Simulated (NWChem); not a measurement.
System: AlClF$_{2}$; SMILES [F][Al]([F])[Cl]

The following NWChem deck was run.

```
start job
memory heap 200 mb stack 900 mb global 1100 mb
geometry units angstroms noautoz
  Al     0.000000     0.000000     0.421126
  F      0.000000    -1.418293     1.257487
  F      0.000000     1.418293     1.257487
  Cl     0.000000     0.000000    -1.645399
end
basis spherical
  * library 6-31g*
end
dft
  xc becke97-2
  iterations 150
  mulliken
end
task dft energy
```

Geometry: optimised at PBE0/def2-SVP.

### Question
Give the results of this calculation. (B97-2/6-31G* (spherical d).) Quantities: energy (Ha); highest occupied level (eV); orbital gap (eV); dipole (D).

### Answer
| Property | Result |
|---|---|
| energy (Ha) | -902.47 |
| highest occupied level (eV) | -9.57 |
| orbital gap (eV) | 8.25 |
| dipole (D) | 0.10 |
